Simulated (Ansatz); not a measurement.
Consider the formal exchange of groups at the Al–F bond: `C#[C][Al]([CH3])[F]` + CH₄ → `C#[C][Al]([CH3])[CH3]` + H–F.

Computed with Ansatz on PBE0-D4/def2-TZVP structures; ΔE is electronic, products minus reactants. CBS: MP2 limit from def2 TZ/QZ plus the TZ coupled-cluster correction, frozen cores. This one scheme is used for every species. DFT in def2-TZVPP.

(1) Is it downhill or uphill in electronic energy at CCSD(T)/CBS, and by how much? (Best estimate.)

(2) What do these levels give: ωB97M-V, PBE, CCSD/def2-SVP, CCSD(T)/def2-TZVPP, SCS-MP2/def2-QZVPP, HF/CBS(def2)? (An estimate is asked.)

Largest T1 diagnostic among the species: 0.013.

## Answers

(1) Ansatz gave: Uphill: ΔE = +2.02 eV.

(2) The calculation gave: ωB97M-V 2.04, PBE 1.98, CCSD/def2-SVP 2.21, CCSD(T)/def2-TZVPP 2.03, SCS-MP2/def2-QZVPP 2.09, HF/CBS(def2) 2.24 eV.

At CCSD(T), def2-SVP lies +0.17 eV from the extrapolated value and def2-TZVPP +0.01 eV. In def2-TZVPP, CCSD(T) changes the Hartree–Fock value by −0.19 eV (the triples alone add −0.03 eV) and MP2 by −0.18 eV. Leaving LDA and LC-ωPBE aside and taking each functional with its dispersion term where it has one, the values, not all of them listed here, spread over 0.20 eV, from revPBE-D4 to B2PLYP. LDA lies −0.06 eV from PBE without D4.
